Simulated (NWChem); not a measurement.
The numbers come from NWChem runs, not from measurements. System: H6Al2, charge 0, spin multiplicity 1, at a geometry optimised with B3LYP/def2-SVP. The structure started from a generated list of species. Level: G0W0@PBE/def2-TZVP, RI basis def2-tzvp-rifit.

Input file:

```
start mol
memory heap 200 mb stack 700 mb global 1700 mb
geometry units angstroms nocenter noautoz
  Al     0.000000     0.000000    -1.310836
  Al     0.000000     0.000000     1.310836
  H      0.000000    -1.147873     0.000000
  H     -1.416640     0.000000    -2.004006
  H      1.416640     0.000000    -2.004006
  H      0.000000     1.147873     0.000000
  H     -1.416640     0.000000     2.004006
  H      1.416640     0.000000     2.004006
  symmetry group D2h
end
basis spherical
  * library def2-tzvp
end
basis "ri basis" bse spherical
  * library def2-tzvp-rifit
end
dft
  xc xpbe96 cpbe96
  iterations 100
  direct
  tolerances tight
end
task dft energy
gw
  states alpha occ 4 vir 2
end
task dft gw
```

NWChem printed:

```
             Northwest Computational Chemistry Package (NWChem) 7.3.0
             --------------------------------------------------------

                                NWChem Input Module
                                -------------------

 Scaling coordinates for geometry "geometry" by  1.889725989
 (inverse scale =  0.529177249)

 Turning off AUTOSYM since
 SYMMETRY directive was detected!

                             Geometry "geometry" -> ""
                             -------------------------

 Output coordinates in angstroms (scale by  1.889725989 to convert to a.u.)

  No.       Tag          Charge          X              Y              Z
 ---- ---------------- ---------- -------------- -------------- --------------
    1 Al                  13.0000     0.00000000     0.00000000    -1.31083600
    2 Al                  13.0000     0.00000000     0.00000000     1.31083600
    3 H                    1.0000     0.00000000    -1.14787300     0.00000000
    4 H                    1.0000    -1.41664000     0.00000000    -2.00400600
    5 H                    1.0000     1.41664000     0.00000000    -2.00400600
    6 H                    1.0000     0.00000000     1.14787300     0.00000000
    7 H                    1.0000    -1.41664000     0.00000000     2.00400600
    8 H                    1.0000     1.41664000     0.00000000     2.00400600

 Effective nuclear repulsion energy (a.u.)      77.6322522453

            Nuclear Dipole moment (a.u.)
            ----------------------------
        X                 Y               Z
 ---------------- ---------------- ----------------
     0.0000000000     0.0000000000     0.0000000000

      Symmetry information
      --------------------

 Group name             D2h
 Group number             26
 Group order               8
 No. of unique centers     3

      Symmetry unique atoms

     1    3    4


 Summary of "ao basis" -> "" (spherical)
 ------------------------------------------------------------------------------
       Tag                 Description            Shells   Functions and Types
 ---------------- ------------------------------  ------  ---------------------
 *                         def2-tzvp                  on all atoms

 new library libraries.bse/

 Summary of "ri basis" -> "" (spherical)
 ------------------------------------------------------------------------------
       Tag                 Description            Shells   Functions and Types
 ---------------- ------------------------------  ------  ---------------------
 *                      def2-tzvp-rifit               on all atoms

  pbe96 is a nonlocal functional; adding pw91lda local functional.

                                 NWChem DFT Module
                                 -----------------

 Summary of "ao basis" -> "ao basis" (spherical)
 ------------------------------------------------------------------------------
       Tag                 Description            Shells   Functions and Types
 ---------------- ------------------------------  ------  ---------------------
 Al                        def2-tzvp                13       37   5s5p2d1f
 H                         def2-tzvp                 4        6   3s1p

 Summary of "ao basis" -> "ao basis" (spherical)
 ------------------------------------------------------------------------------
       Tag                 Description            Shells   Functions and Types
 ---------------- ------------------------------  ------  ---------------------
 Al                        def2-tzvp                13       37   5s5p2d1f
 H                         def2-tzvp                 4        6   3s1p

      Symmetry analysis of basis
      --------------------------

        ag         25
        au          4
        b1g         5
        b1u        22
        b2g        14
        b2u        14
        b3g        11
        b3u        15

            General Information
            -------------------
          SCF calculation type: DFT
          Wavefunction type:  closed shell.
          No. of atoms     :     8
          No. of electrons :    32
           Alpha electrons :    16
            Beta electrons :    16
          Charge           :     0
          Spin multiplicity:     1
          Use of symmetry is: on ; symmetry adaption is: on
          Maximum number of iterations: 100
          This is a Direct SCF calculation.
          AO basis - number of functions:   110
                     number of shells:    50
          Convergence on energy requested:  1.00D-06
          Convergence on density requested:  1.00D-05
          Convergence on gradient requested:  5.00D-04

              XC Information
              --------------
          PerdewBurkeErnzerhof Exchange Functional  1.000
            Perdew 1991 LDA Correlation Functional  1.000 local
           PerdewBurkeErnz. Correlation Functional  1.000 non-local

             Grid Information
             ----------------
          Grid used for XC integration:  medium
          Radial quadrature: Mura-Knowles
          Angular quadrature: Lebedev.
          Tag              B.-S. Rad. Rad. Pts. Rad. Cut. Ang. Pts.
          ---              ---------- --------- --------- ---------
          Al                  1.25       88          11.0       590
          H                   0.35       45          12.0       434
          Grid pruning is: on
          Number of quadrature shells:   178
          Spatial weights used:  Erf1

          Convergence Information
          -----------------------
          Convergence aids based upon iterative change in
[...]
 HOMO         =      -0.360524
 LUMO         =       0.008595

      Symmetry analysis of molecular orbitals - initial
      -------------------------------------------------

  Numbering of irreducible representations:

     1 ag          2 au          3 b1g         4 b1u         5 b2g
     6 b2u         7 b3g         8 b3u

  Orbital symmetries:

     1 ag          2 b1u         3 ag          4 b1u         5 ag
     6 b3u         7 b2g         8 b1u         9 b2u        10 b3g
    11 ag         12 b1u        13 b2u        14 ag         15 b3u
    16 b2g        17 b3g        18 b1u        19 ag         20 b3u
    21 b2u        22 b1u        23 ag         24 b1g        25 ag
    26 b3u

   convergence    iter        energy       DeltaE   RMS-Dens  Diis-err    time
 ---------------- ----- ----------------- --------- --------- ---------  ------
 d= 0,ls=0.0,diis     1   -488.1345570213 -5.66D+02  3.78D-03  6.66D-01     2.3
 d= 0,ls=0.0,diis     2   -488.1579402738 -2.34D-02  2.54D-03  1.70D-02     3.6
 d= 0,ls=0.0,diis     3   -488.1593578397 -1.42D-03  1.05D-03  1.35D-02     4.9
 d= 0,ls=0.0,diis     4   -488.1622130359 -2.86D-03  7.04D-05  1.16D-04     6.2
 d= 0,ls=0.0,diis     5   -488.1622255147 -1.25D-05  4.47D-06  2.27D-07     7.5
 d= 0,ls=0.0,diis     6   -488.1622255444 -2.97D-08  1.51D-06  5.10D-08     8.7

         Total DFT energy =     -488.162225544385
      One electron energy =     -832.108198806551
           Coulomb energy =      305.507729814089
    Exchange-Corr. energy =      -39.194008797194
 Nuclear repulsion energy =       77.632252245270

 Numeric. integr. density =       32.000013935362

     Total iterative time =      7.9s

                  Occupations of the irreducible representations
                  ----------------------------------------------

                     irrep           alpha         beta
                     --------     --------     --------
                     ag                5.0          5.0
                     au                0.0          0.0
                     b1g               0.0          0.0
                     b1u               4.0          4.0
                     b2g               2.0          2.0
                     b2u               2.0          2.0
                     b3g               1.0          1.0
                     b3u               2.0          2.0

                       DFT Final Molecular Orbital Analysis
                       ------------------------------------

 Vector   14  Occ=2.000000D+00  E=-2.950924D-01  Symmetry=ag
              MO Center=  4.9D-15, -6.8D-15, -1.6D-15, r^2= 5.4D+00
   Bfn.  Coefficient  Atom+Function         Bfn.  Coefficient  Atom+Function
  ----- ------------  ---------------      ----- ------------  ---------------
    17      0.216441  1 Al pz                54     -0.216441  2 Al pz
    82     -0.132215  4 H  s                 88     -0.132215  5 H  s
   100     -0.132215  7 H  s                106     -0.132215  8 H  s
     4     -0.130642  1 Al s                 41     -0.130642  2 Al s
    76      0.130822  3 H  s                 94      0.130822  6 H  s

 Vector   15  Occ=2.000000D+00  E=-2.839942D-01  Symmetry=b3u
              MO Center=  1.2D-15, -4.8D-16,  9.8D-14, r^2= 5.8D+00
   Bfn.  Coefficient  Atom+Function         Bfn.  Coefficient  Atom+Function
  ----- ------------  ---------------      ----- ------------  ---------------
    15      0.228408  1 Al px                52      0.228408  2 Al px
    82     -0.158948  4 H  s                 88      0.158948  5 H  s
   100     -0.158948  7 H  s                106      0.158948  8 H  s
    83     -0.115102  4 H  s                 89      0.115102  5 H  s
   101     -0.115102  7 H  s                107      0.115102  8 H  s

 Vector   16  Occ=2.000000D+00  E=-2.701935D-01  Symmetry=b2g
              MO Center=  4.2D-15, -5.1D-17, -9.0D-14, r^2= 6.2D+00
   Bfn.  Coefficient  Atom+Function         Bfn.  Coefficient  Atom+Function
  ----- ------------  ---------------      ----- ------------  ---------------
    15      0.214064  1 Al px                52     -0.214064  2 Al px
    82     -0.170458  4 H  s                 88      0.170458  5 H  s
   100      0.170458  7 H  s                106     -0.170458  8 H  s
    83     -0.117937  4 H  s                 89      0.117937  5 H  s
   101      0.117937  7 H  s                107     -0.117937  8 H  s

 Vector   17  Occ=0.000000D+00  E=-6.987193D-02  Symmetry=b3g
              MO Center=  2.2D-16,  3.1D-15,  6.8D-15, r^2= 6.1D+00
   Bfn.  Coefficient  Atom+Function         Bfn.  Coefficient  Atom+Function
  ----- ------------  ---------------      ----- ------------  ---------------
    19      0.572319  1 Al py                56     -0.572319  2 Al py
    16      0.375287  1 Al py                53     -0.375287  2 Al py
     7     -0.086433  1 Al py                44      0.086433  2 Al py
    10     -0.070756  1 Al py                47      0.070756  2 Al py

 Vector   18  Occ=0.000000D+00  E=-2.208157D-02  Symmetry=b1u
              MO Center=  4.9D-15, -2.5D-15,  2.1D-14, r^2= 6.0D+00
   Bfn.  Coefficient  Atom+Function         Bfn.  Coefficient  Atom+Function
  ----- ------------  ---------------      ----- ------------  ---------------
     5      1.731357  1 Al s                 42     -1.731357  2 Al s
    20      0.787310  1 Al pz                57      0.787310  2 Al pz
    83     -0.422502  4 H  s                 89     -0.422502  5 H  s
   101      0.422502  7 H  s                107      0.422502  8 H  s
     4      0.411491  1 Al s                 41     -0.411491  2 Al s

 Vector   19  Occ=0.000000D+00  E=-1.617044D-02  Symmetry=b3u
              MO Center= -9.2D-14,  5.4D-15,  4.4D-14, r^2= 4.6D+00
   Bfn.  Coefficient  Atom+Function         Bfn.  Coefficient  Atom+Function
  ----- ------------  ---------------      ----- ------------  ---------------
    18      0.516617  1 Al px                55      0.516617  2 Al px
    83      0.405285  4 H  s                 89     -0.405285  5 H  s
   101      0.405285  7 H  s                107     -0.405285  8 H  s
    29     -0.207635  1 Al d  1              66      0.207635  2 Al d  1
    15      0.164885  1 Al px                52      0.164885  2 Al px

 center of mass
 --------------
 x =   0.00000000 y =   0.00000000 z =   0.00000000

 moments of inertia (a.u.)
 ------------------
         398.423586158883           0.000000000000           0.000000000000
           0.000000000000         417.830339010380           0.000000000000
           0.000000000000           0.000000000000          38.375142893925

     Multipole analysis of the density
     ---------------------------------

     L   x y z        total         alpha         beta         nuclear
     -   - - -        -----         -----         ----         -------
     0   0 0 0      0.000000    -16.000000    -16.000000     32.000000

     1   1 0 0     -0.000000     -0.000000     -0.000000      0.000000
     1   0 1 0     -0.000000     -0.000000     -0.000000      0.000000
     1   0 0 1     -0.000000     -0.000000     -0.000000      0.000000

     2   2 0 0    -26.561475    -27.614053    -27.614053     28.666631
     2   1 1 0     -0.000000     -0.000000     -0.000000      0.000000
     2   1 0 1      0.000000      0.000000      0.000000      0.000000
     2   0 2 0    -20.677998    -15.044278    -15.044278      9.410557
     2   0 1 1     -0.000000     -0.000000     -0.000000      0.000000
     2   0 0 2    -24.250440   -120.577955   -120.577955    216.905470

 Task  times  cpu:        8.8s     wall:        8.8s

                                NWChem Input Module
                                -------------------

                                 NWChem GW Module
                                 ----------------

                             ***********************
                             ***        GW       ***
                             ***********************

 Summary of "ri basis" -> "ri basis" (spherical)
 ------------------------------------------------------------------------------
       Tag                 Description            Shells   Functions and Types
 ---------------- ------------------------------  ------  ---------------------
 Al                     def2-tzvp-rifit             29      113   9s7p6d5f2g
 H                      def2-tzvp-rifit              7       15   4s2p1d

                 Memory Information
                 ------------------
          Available GA per process is          1699.9 MBs
          Available stack per process is        700.0 MBs
          Available heap per process is           0.1 MBs

          Peak memory in Initialization
              Peak GA per process is                  5.6 MBs
              Peak stack per process is               0.1 MBs
              Peak heap per process is                6.0 MBs
              Memory not in MA per process            0.0 MBs

          Peak memory in AFF Calculation
              Peak GA per process is                 25.6 MBs
              Peak stack per process is              17.3 MBs
              Peak heap per process is                0.0 MBs
              Memory not in MA per process           17.3 MBs

          Computing 2-center integrals
          Computing Inverse Cholesky factor
          Computing 3-center integrals
          Computing V_xc ...

          Computing Sigma_x
          Computing RPA polarizability
          Solving quasiparticle equations

                  Alpha Orbitals
          State     Energy (eV)     Error (eV)
          -----------------------------------
@GW        13        -11.687           0.002
@GW        14        -11.095           0.002
@GW        15        -10.818           0.002
@GW        16        -10.460           0.002
@GW        17          0.536           0.002
@GW        18          2.067           0.002

   Applying  -3.1079 eV scissor-shift to rest of particle states

   Applying   2.4369 eV scissor-shift to rest of hole states

     GW Timing Statistics
   ------------------------
   Init.   :          0.1s
     ERIs  :          1.6s
     Distr.:          0.0s
     Vxc   :          0.3s
   Sigma_x :          0.0s
   RPA     :          1.3s
   Wmn     :          0.0s
   Sigma_c :          0.0s
   GW total:          3.4s

 Task  times  cpu:        3.4s     wall:        3.4s

 Total times  cpu:       12.2s     wall:       12.2s
```
